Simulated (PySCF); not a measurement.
**UHF on Co (cobalt, neutral)**

Configuration: [Ar] 3d7 4s2, high-spin 4F determinant. Computed with PySCF 2.14 in x2c-SVPall (5s3p3d1f, 36 functions), with scalar relativity by spin-free X2C-1e.

```json
{"Total energy": "-1391.640181 hartree", "One-electron energy": "-1926.7640 hartree", "Hartree (Coulomb) energy": "593.7369 hartree", "Exchange energy": "-58.6132 hartree", "⟨S²⟩": "3.7601", "⟨L²⟩": "12.021", "Sum of ⟨r⟩": "21.85 bohr", "Sum of ⟨r²⟩": "39.05 bohr²", "Langevin diamagnetic susceptibility": "-30.9 ×10⁻⁶ cm³/mol", "Time after the integrals": "0.15 s of wall time on 1 thread of Neoverse-V1 (shared host)"}
```

```csv
shell,electrons,mean orbital energy (eV),spread (eV),"rms radius, mean of both spins (bohr)"
1s α,1,-7775.7,0,0.0649
1s β,1,-7775.7,0,0.0649
2s α,1,-966.37,0,0.276
2s β,1,-963.68,0,0.276
2p α,3,-824.22,0,0.249
2p β,3,-821.56,0,0.249
3s α,1,-129.60,0,0.832
3s β,1,-122.05,0,0.832
3p α,3,-87.022,0,0.892
3p β,3,-77.933,0,0.892
3d α,5,-19.196,1.372,1.17
3d β,2,-15.476,0,1.17
4s α,1,-7.776,0,3.37
4s β,1,-7.024,0,3.37
```

Densities and radii are taken from the X2C orbitals without a picture-change correction, which distorts them close to the nucleus.
